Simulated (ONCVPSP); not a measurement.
**antimony (Sb): variants of one ONCV potential**

Base potential:

- Element: antimony
- Generator: ONCVPSP 4.0.1
- Type: optimised norm-conserving Vanderbilt (ONCV)
- Functional: PBEsol
- Relativity: scalar-relativistic
- Frozen core: [Ar] 3d10
- Valence charge: 23
- Reference configuration: 4s2 4p6 4d10 5s2 5p3
- Partial waves: 4s+5s: rc 1.35 bohr, ncon 3, nbas 6, qcut 9.9 1/bohr, 2 projectors; 4p+5p: rc 1.45 bohr, ncon 4, nbas 9, qcut 11.3 1/bohr, 2 projectors; 4d: rc 1.40 bohr, ncon 4, nbas 8, qcut 10.5 1/bohr, 2 projectors, debl 1.4 Ha
- Local potential: polynomial inside 0.95 bohr (lpopt 1, dvloc0 1 Ha)
- Core correction: Teter function, fcfact 3.5, rcfact 1.55

All-electron outer shells of the reference configuration (PBEsol, scalar-relativistic, ld1.x):

| shell | level (eV) | outermost node (bohr) | outermost maximum (bohr) |
| --- | --- | --- | --- |
| 3p | -750.06 | 0.13 | 0.29 |
| 3d | -515.82 | – | 0.24 |
| 4s | -148.62 | 0.39 | 0.73 |
| 4p | -101.63 | 0.39 | 0.76 |
| 4d | -33.45 | 0.38 | 0.84 |
| 5s | -12.88 | 0.95 | 1.90 |
| 5p | -4.84 | 1.04 | 2.35 |

Cutoffs, loose and tight: the cutoffs (Ha) at which the residual kinetic energy of the hardest occupied pseudo-wave falls to 1 and 0.1 mHa per electron. They do not see the model core or the augmentation charge, which bear on the density cutoff. Test errors are all-electron minus pseudo excitation energies from the reference, over the configurations 4s2 4p6 4d10 5s2 5p2; 4s2 4p6 4d10 5s2 5p1; 4s2 4p6 4d10 5s2 5p0; 4s2 4p6 4d10 5s2 5p2.5. A dash means not determined; rows that change the core or the reference have their own tests.

| change | outcome | cutoff, loose | cutoff, tight | bound ghosts | GHOST(+) flags above zero | largest test error (meV) |
| --- | --- | --- | --- | --- | --- | --- |
| base | generated | 42 Ha | 48 Ha | none | s | -12 |
| p: qcut 6.5 | generated | 42 Ha | 116 Ha | none | s | -12 |
| p: qcut 8 | generated | 42 Ha | 48 Ha | none | s | -12 |
| p: qcut 9.6 | generated | 42 Ha | 48 Ha | none | s | -12 |
| p: qcut 11 | generated | 42 Ha | 48 Ha | none | s | -12 |
| p: qcut 12.4 | generated | 42 Ha | 48 Ha | none | s | -12 |
| p: qcut 14 | generated | 53 Ha | 64 Ha | none | s | -11 |
| p: qcut 15.2 | failed: ERROR pspot: first pseudo wave function has node, program will stop | – | – | – | – | – |
| p: qcut 17 | failed: ERROR pspot: first pseudo wave function has node, program will stop | – | – | – | – | – |

Reading the sweep of the qcut of the p channel (base included, trends over the rows without a ghost): The loose cutoff rises from 42 Ha at 6.5 to 53 Ha at 14 1/bohr. The waves are optimised to have the least kinetic energy above qcut, so the cutoff follows it (qcut²/2 in Ha). The median size of the test errors (rows with all tests solved) stays near 3.6 meV. The generation fails at 15.2, 17 1/bohr.
